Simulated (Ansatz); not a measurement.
Geometry optimisation, Ansatz, RKS PBE-D4/def2-SVP.

Input:

```yaml
crystal:
  periodic: [false, false, false]
  atoms:
    - { symbol: B, position_ang: [-0.036381, 0.630949, -0.547579] }
    - { symbol: Cl, position_ang: [-0.03416, 0.121249, 2.485793] }
    - { symbol: "N", position_ang: [1.221668, 0.01848, -0.767241] }
    - { symbol: H, position_ang: [1.339633, -0.963848, -1.013221] }
    - { symbol: H, position_ang: [2.094438, 0.471865, -0.507258] }
    - { symbol: "N", position_ang: [-1.284501, 0.024464, -0.833299] }
    - { symbol: H, position_ang: [-1.391686, -0.953432, -1.099984] }
    - { symbol: H, position_ang: [-2.170179, 0.497825, -0.674198] }
    - { symbol: H, position_ang: [-0.039679, 1.786192, -0.196697] }
    - { symbol: H, position_ang: [-0.051553, 1.016157, 1.489983] }
basis:
  gaussian: { orbitals: def2-SVP }
hamiltonian:
  xc: pbe
  dispersion: d4
relax:
  f_tol: 0.03
  max_steps: 50
```

Command:

```bash
$ ansatz run input.yaml --threads 2 --pin off --max-ram 3072MiB --backend cpu --events-out ev --progress --plain --runs-dir out
```

**Question.** Where does it end, and by what steps?

**Answer.** It converged. The force dipped under the threshold on the way, but the program's further checks kept it going. After 9 steps the energy has fallen by 0.111 eV; Cl2 moved furthest, 0.63 Å.

```json
{"step": "0", "energy less start (eV)": "0.0000", "largest force component (eV/Å)": "0.634", "accepted": "yes"}
{"step": "1", "energy less start (eV)": "-0.0537", "largest force component (eV/Å)": "0.779", "accepted": "yes"}
{"step": "2", "energy less start (eV)": "-0.0871", "largest force component (eV/Å)": "0.460", "accepted": "yes"}
{"step": "3", "energy less start (eV)": "-0.0777", "largest force component (eV/Å)": "1.015", "accepted": "no"}
{"step": "4", "energy less start (eV)": "-0.1033", "largest force component (eV/Å)": "0.198", "accepted": "yes"}
{"step": "5", "energy less start (eV)": "-0.1062", "largest force component (eV/Å)": "0.137", "accepted": "yes"}
{"step": "6", "energy less start (eV)": "-0.1100", "largest force component (eV/Å)": "0.041", "accepted": "yes"}
{"step": "7", "energy less start (eV)": "-0.1112", "largest force component (eV/Å)": "0.015", "accepted": "yes"}
{"step": "8", "energy less start (eV)": "-0.1110", "largest force component (eV/Å)": "0.028", "accepted": "yes"}
{"step": "9", "energy less start (eV)": "-0.1113", "largest force component (eV/Å)": "0.016", "accepted": "yes"}
```

```xyz
10
Properties=species:S:1:pos:R:3
B -0.038 0.534 -0.549
Cl -0.045 0.592 2.910
N 1.225 -0.032 -0.845
H 1.359 -0.916 -1.335
H 2.095 0.393 -0.533
N -1.285 -0.018 -0.926
H -1.397 -0.898 -1.428
H -2.168 0.421 -0.676
H -0.051 1.598 0.066
H -0.048 0.977 1.653
```

Time of the run: 6 s on 2 threads of AMD EPYC 9R45 96-Core Processor (Zen 5), with other jobs on the host, peak memory 0.14 GiB.
